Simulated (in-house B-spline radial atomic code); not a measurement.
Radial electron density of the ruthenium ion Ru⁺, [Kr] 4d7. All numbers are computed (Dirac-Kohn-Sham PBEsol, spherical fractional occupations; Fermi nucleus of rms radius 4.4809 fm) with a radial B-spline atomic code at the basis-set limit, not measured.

Columns: r (bohr), 4πr²n(r) (electrons per bohr), bar.

```
 0.00124    1.449 #
 0.00152    2.079 #
 0.00186    2.958 ##
 0.00227    4.161 ###
 0.00278     5.84 ####
 0.00339    8.059 #####
 0.00415    11.06 #######
 0.00507     14.9 #########
  0.0062    19.75 ############
 0.00759    25.65 ################
 0.00928    32.38 ####################
  0.0113    39.43 #########################
  0.0139     46.6 #############################
   0.017    52.35 #################################
  0.0207    55.74 ###################################
  0.0253    56.21 ###################################
   0.031     53.8 ##################################
  0.0379    50.13 ################################
  0.0463    47.97 ##############################
  0.0567    50.09 ################################
  0.0693    57.02 ####################################
  0.0847    65.55 #########################################
   0.104    69.69 ############################################
   0.127       65 #########################################
   0.155    54.19 ##################################
   0.189    45.75 #############################
   0.231    46.31 #############################
   0.283    52.65 #################################
   0.346    53.32 ##################################
   0.423    42.39 ###########################
   0.517    26.27 #################
   0.633    15.56 ##########
   0.773    13.41 ########
   0.946    14.24 #########
    1.16    12.79 ########
    1.41    9.173 ######
    1.73     5.32 ###
    2.11    2.755 ##
    2.58    1.279 #
    3.16   0.5159 
    3.86   0.1731 
    4.72  0.04421 
    5.78 0.007806
```

On this grid the curve has 4 maxima, near 0.0253, 0.104, 0.346, 0.946 bohr.

The 4p3/2 radial function P(r) = rR(r), positive near the nucleus, with its small component Q(r) (sign convention: Q ≈ (P' + κP/r)/2c):

```csv
r (bohr),P,Q
0.00186,0.001391,-0.0001127
0.00278,0.003013,-0.0002442
0.00415,0.006447,-0.0005227
0.0062,0.01361,-0.001105
0.00928,0.02818,-0.002292
0.0139,0.05646,-0.004609
0.0207,0.1065,-0.008754
0.031,0.1872,-0.01564
0.0463,0.2898,-0.02507
0.0693,0.3648,-0.03441
0.104,0.2966,-0.03665
0.155,-0.01548,-0.02415
0.231,-0.4446,0.0002745
0.346,-0.5172,0.0182
0.517,0.1026,0.01374
0.773,0.8943,-0.002039
1.16,1.004,-0.008681
1.73,0.5259,-0.004963
2.58,0.1354,-0.001224
3.86,0.01401,-0.0001195
```
